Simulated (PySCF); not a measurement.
Species: C2H7F5Ge3.
SMILES: `FC(F)(F)[C]([GeH2][GeH2][GeH3])(F)F`

A linear-response calculation (PySCF, def2-SVPD basis, gas phase, vertical, core orbitals frozen in the response) gave these numbers; the functional is withheld.

Orbital energies (eV): HOMO-3 -11.44, HOMO-2 -11.23, HOMO-1 -10.52, HOMO -9.86, LUMO 1.04, LUMO+1 1.41, LUMO+2 1.55.

```
state  E (eV)      f  main configurations (H = HOMO, L = LUMO)
   S1    6.94  0.365                     H→L (75%), H→L+3 (9%)
   S2    7.17  0.028     H→L+3 (55%), H→L+2 (16%), H→L+4 (15%)
   S3    7.26  0.100                  H→L+1 (75%), H→L+3 (11%)
   S4    7.41  0.124     H→L+2 (54%), H→L+3 (11%), H→L+1 (11%)
   S5    7.52  0.078                               H-1→L (76%)
   S6    7.72  0.227   H→L+4 (35%), H-1→L+1 (21%), H→L+5 (11%)
```

Triplets, Tamm–Dancoff:

| state | E (eV) | λ (nm) | main configurations (H = HOMO, L = LUMO) |
| --- | --- | --- | --- |
| T1 | 6.08 | 203.8 | H→L (86%) |
| T2 | 6.61 | 187.7 | H→L+1 (51%), H→L+2 (14%), H→L+3 (12%) |
| T3 | 6.65 | 186.4 | H→L+3 (60%), H-1→L (13%), H→L+1 (9%) |
| T4 | 6.77 | 183.3 | H→L+2 (32%), H→L+4 (20%), H→L+1 (17%) |

Vertical ionisation energy by ΔSCF with the same functional: 9.95 eV. Mean static polarisability: 126.5 au.

**Question.** Which of these was used?
A. HF
B. B3LYP
C. wB97X-D
D. PBE

**Answer.** C. wB97X-D is range-separated, 22% exact exchange at short range and 100% at long range (ω = 0.2 bohr⁻¹). In this run −ε(HOMO) = 9.86 eV differs from the ΔSCF value by -0.09 eV, and S1 differs from the orbital gap of 10.90 eV by -3.96 eV. The ratio −ε(HOMO)/IP is 0.99. Usual ranges for neutral molecules in this basis: 0.89 to 0.99 with wB97X-D, 0.5 to 0.7 with PBE, 0.67 to 0.83 with B3LYP; Hartree–Fock can't fall below 1, since the ion's relaxation only lowers the ΔSCF value.

The calculation used TDDFT wB97X-D/def2-SVPD, vertical, gas phase, core orbitals frozen in the response in PySCF. The structure is a single PBE0-D3(BJ)/def2-SVP conformer in the gas phase; no vibrational or solvent corrections. The wB97X-D/def2-SVPD calculation is non-relativistic and has no spin–orbit coupling, an omission that weighs most on germanium.

The values belong to the conformer `[F:1][C:2]([F:3])([F:4])[C:5]([F:6])([F:7])[GeH2:8][GeH2:9][GeH3:10]`: F1–C2–C5–F6 -178°, C2–C5–Ge8–Ge9 63°, C5–Ge8–Ge9–Ge10 41°.

Without π bonds the low states are Rydberg-like; a valence basis with one diffuse set may place them up to an eV too high.
